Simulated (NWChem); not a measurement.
Everything below was run with NWChem. System: H$_{2}$ClSi (+1), charge 1, spin multiplicity 1, at a geometry optimised with PBE/def2-SVP. The structure started from a generated list of species. Level: CR-EOMCCSD(T)/aug-cc-pVDZ, 10 core orbitals frozen.

Job file:

```
start mol
memory heap 100 mb stack 700 mb global 1900 mb
charge 1
geometry units angstroms nocenter noautoz
  Si     0.000000     0.000000    -0.979098
  Cl     0.000000     0.000000     1.002901
  H      1.319387     0.000000    -1.670975
  H     -1.319387     0.000000    -1.670975
  symmetry group C2v
end
basis spherical
  * library aug-cc-pvdz
end
scf
  rhf
  nopen 0
  maxiter 100
  thresh 1e-7
  semidirect memsize 60000000 filesize 0
end
tce
  freeze core 10
  creomsd(t)
  nroots 1
  2eorb
  2emet 13
  thresh 1e-5
  maxiter 200
  tilesize 24
end
task tce energy
```

Output (cleaned and shortened):

```
             Northwest Computational Chemistry Package (NWChem) 7.3.0
             --------------------------------------------------------

                                NWChem Input Module
                                -------------------

 Scaling coordinates for geometry "geometry" by  1.889725989
 (inverse scale =  0.529177249)

 Turning off AUTOSYM since
 SYMMETRY directive was detected!

                             Geometry "geometry" -> ""
                             -------------------------

 Output coordinates in angstroms (scale by  1.889725989 to convert to a.u.)

  No.       Tag          Charge          X              Y              Z
 ---- ---------------- ---------- -------------- -------------- --------------
    1 Si                  14.0000     0.00000000     0.00000000    -0.97909800
    2 Cl                  17.0000     0.00000000     0.00000000     1.00290100
    3 H                    1.0000     1.31938700     0.00000000    -1.67097500
    4 H                    1.0000    -1.31938700     0.00000000    -1.67097500

 Effective nuclear repulsion energy (a.u.)      79.7244262359

            Nuclear Dipole moment (a.u.)
            ----------------------------
        X                 Y               Z
 ---------------- ---------------- ----------------
     0.0000000000     0.0000000000    -0.0000094486

      Symmetry information
      --------------------

 Group name             C2v
 Group number             16
 Group order               4
 No. of unique centers     3

      Symmetry unique atoms

     1    2    3


 Summary of "ao basis" -> "" (spherical)
 ------------------------------------------------------------------------------
       Tag                 Description            Shells   Functions and Types
 ---------------- ------------------------------  ------  ---------------------
 *                        aug-cc-pvdz                 on all atoms

 Summary of "ao basis" -> "ao basis" (spherical)
 ------------------------------------------------------------------------------
       Tag                 Description            Shells   Functions and Types
[...]
 Doubles contributions
======= CR-EOMCCSD(T) calculation ======
corresponding R0 value =     0.000000

CR-EOMCCSD(T) Intermediates cpu wall time             0.7            0.7
 creom_N i2_1 nr of boxes                    72
 creom_N i2_2 nr of boxes                   126
 creom_N i2_3 nr of boxes                    72
 creom_N i2_4 nr of boxes                   126

CR-EOMCCSD(T) triples loop cpu wall             1.5            1.5

 CR-EOMCCSD(T)  total energy / hartree       =      -749.295368232977125
 CR-EOMCCSD(T)  excitation energy (eV)       =      7.86421

 =========================================
 Excited-state calculation ( b2  symmetry)
 =========================================
 Dim. of EOMCC iter. space      500

 EOMCCSD SOLVER TYPE  1
  maxdiff =   0.56170683857734238

 No. of initial right vectors    1

 EOM-CCSD right-hand side iterations
 --------------------------------------------------------------
      Residuum       Omega / hartree  Omega / eV    Cpu    Wall
 --------------------------------------------------------------

 Iteration   1 using    1 trial vectors
   0.4905610591900   0.3803116932466   10.34881     0.4     0.4

 Iteration   2 using    2 trial vectors
   0.1215036498543   0.2754922917404    7.49653     0.3     0.3

 Iteration   3 using    3 trial vectors
   0.0509530537246   0.2679939969708    7.29249     0.3     0.3

 Iteration   4 using    4 trial vectors
   0.0191496060833   0.2664663987054    7.25092     0.3     0.3

 Iteration   5 using    5 trial vectors
   0.0103690087475   0.2659220960380    7.23611     0.3     0.3

 Iteration   6 using    6 trial vectors
   0.0091657435705   0.2657849371913    7.23238     0.3     0.3

 Iteration   7 using    7 trial vectors
   0.0091295498574   0.2656440739981    7.22855     0.3     0.3

 Iteration   8 using    8 trial vectors
   0.0045773639223   0.2655956725613    7.22723     0.3     0.3

 Iteration   9 using    9 trial vectors
   0.0017319462701   0.2656020282599    7.22740     0.3     0.3

 Iteration  10 using   10 trial vectors
   0.0006495088224   0.2655973276236    7.22727     0.3     0.3

 Iteration  11 using   11 trial vectors
   0.0002625944015   0.2655962592977    7.22725     0.3     0.3

 Iteration  12 using   12 trial vectors
   0.0001276689297   0.2655958859512    7.22723     0.3     0.3

 Iteration  13 using   13 trial vectors
   0.0000648459218   0.2655957852735    7.22723     0.3     0.3

 Iteration  14 using   14 trial vectors
   0.0000284610539   0.2655958101158    7.22723     0.3     0.3

 Iteration  15 using   15 trial vectors
   0.0000124612262   0.2655958299891    7.22723     0.3     0.3

 Iteration  16 using   16 trial vectors
   0.0000068760671   0.2655958660030    7.22723     0.3     0.3
 --------------------------------------------------------------
 Iterations converged
 ------------------

 Excited state root  1
 Excitation energy / hartree =        0.265595866002975
                   / eV      =        7.227234312329467
 largest EOMCCSD amplitudes: R1 and R2

 Singles contributions
    18a1  (alpha) ---    15b2  (alpha)        0.1090460068
    17b2  (alpha) ---    14a1  (alpha)       -0.9011508630
    22b2  (alpha) ---    14a1  (alpha)        0.1182203694

 Doubles contributions
======= CR-EOMCCSD(T) calculation ======
corresponding R0 value =     0.000000

CR-EOMCCSD(T) Intermediates cpu wall time             0.7            0.7
 creom_N i2_1 nr of boxes                    72
 creom_N i2_2 nr of boxes                   126
 creom_N i2_3 nr of boxes                    72
 creom_N i2_4 nr of boxes                   126

CR-EOMCCSD(T) triples loop cpu wall             1.3            1.3

 CR-EOMCCSD(T)  total energy / hartree       =      -749.323605926774803
 CR-EOMCCSD(T)  excitation energy (eV)       =      7.09582

 Task  times  cpu:       43.6s     wall:       43.6s

 Total times  cpu:       43.6s     wall:       43.6s
```
